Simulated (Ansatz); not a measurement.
C2H7ClInNS, SMILES `C[N](C)[In]([SH])[Cl]`, relaxed with RKS PBE0-D4/def2-TZVP in the Gaussian-basis code of Ansatz from a GFN2-xTB geometry. The force threshold is 0.005 eV/Å; the program also tests the step.

The species carries charge 0 and has multiplicity 1. In: def2 effective core potential.

Start:

```xyz
13

C     0.873    0.676    1.195
N     0.168    0.636   -0.065
C    -0.996    1.489   -0.066
In   -0.159   -1.358   -0.814
S     1.536   -3.111   -0.558
Cl   -1.664   -1.788   -2.546
H     1.338    1.662    1.302
H     1.664   -0.077    1.191
H     0.220    0.515    2.066
H    -0.663    2.532   -0.032
H    -1.664    1.320    0.792
H    -1.553    1.337   -0.994
H     0.899   -3.833   -1.470
```

**Question.** By how much does the energy fall, and how many steps does the optimiser take? (An estimate is asked.)

**Answer.** Ansatz gave: 27.31 kJ/mol, in 17 steps, 4 of them rejected.

**Question.** Which bonds change most? (Estimate.)

**Answer.** The calculation gave: N2–In4 from 2.155 to 1.991 Å; In4–S5 from 2.451 to 2.364 Å; S5–H13 from 1.327 to 1.344 Å; In4–Cl6 from 2.334 to 2.328 Å.

**Question.** Give the relaxed structure. (Estimate.)

**Answer.** The calculation gave: 
```xyz
13

C     0.843    0.648    1.244
N    -0.074    0.363    0.172
C    -1.042    1.404   -0.059
In   -0.014   -1.316   -0.895
S     1.536   -3.074   -0.580
Cl   -1.618   -1.505   -2.571
H     1.420    1.564    1.049
H     1.559   -0.166    1.385
H     0.317    0.793    2.199
H    -0.554    2.356   -0.316
H    -1.659    1.584    0.833
H    -1.713    1.141   -0.880
H     0.998   -3.792   -1.581
```
